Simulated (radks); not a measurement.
Pt27+, configuration [Kr] 4d10 4f5. Calculated with a radial shooting solver on a logarithmic mesh with Libxc functionals: Dirac Kohn-Sham, PBE, spin-unpolarised, spherical densities, finite nucleus; open shells fill j = l - 1/2 first; Fermi nuclear charge, rms radius 5.427 fm.

Normalised radial functions P(r) = r R(r) (large component), r in bohr:

r,4s1/2,4d5/2,5s1/2
0.002346,0.3316,0.0002,0.1926
0.003055,0.3847,0.0004,0.2233
0.003946,0.4344,0.0008,0.2522
0.005138,0.4769,0.0018,0.2767
0.006637,0.4991,0.0036,0.2894
0.008642,0.4874,0.0075,0.2824
0.01116,0.4248,0.0149,0.2457
0.01454,0.2887,0.0299,0.1661
0.01878,0.0771,0.0571,0.0427
0.02445,-0.2124,0.1078,-0.1258
0.03158,-0.5137,0.1920,-0.3002
0.04113,-0.7420,0.3301,-0.4300
0.05312,-0.7444,0.5216,-0.4251
0.06917,-0.4015,0.7623,-0.2161
0.08936,0.2375,0.9735,0.1618
0.1164,0.9188,1.0369,0.5444
0.1503,1.1183,0.7903,0.6070
0.1942,0.5190,0.1589,0.1737
0.2528,-0.7090,-0.7511,-0.5596
0.3266,-1.7015,-1.4986,-0.8965
0.4252,-1.8185,-1.7126,-0.3343
0.5493,-1.1844,-1.3252,0.7554
0.7153,-0.4639,-0.6825,1.4297
0.9239,-0.1079,-0.2285,1.1631
1.203,-0.0118,-0.0410,0.4888
1.554,-0.0006,-0.0037,0.1056
2.024,0.0000,-0.0001,0.0092

4s1/2: eigenvalue -1520.8 eV, 3 radial nodes at r = 0.0203, 0.0820, 0.219 bohr, <r> = 0.400 bohr, 90 % of the charge inside 0.570 bohr. 4d5/2: eigenvalue -1109.1 eV, 1 radial node at r = 0.204 bohr, <r> = 0.433 bohr, 90 % of the charge inside 0.635 bohr. 5s1/2 (empty): eigenvalue -760.90 eV, 4 radial nodes at r = 0.0202, 0.0808, 0.207, 0.462 bohr, <r> = 0.750 bohr, 90 % of the charge inside 1.04 bohr.
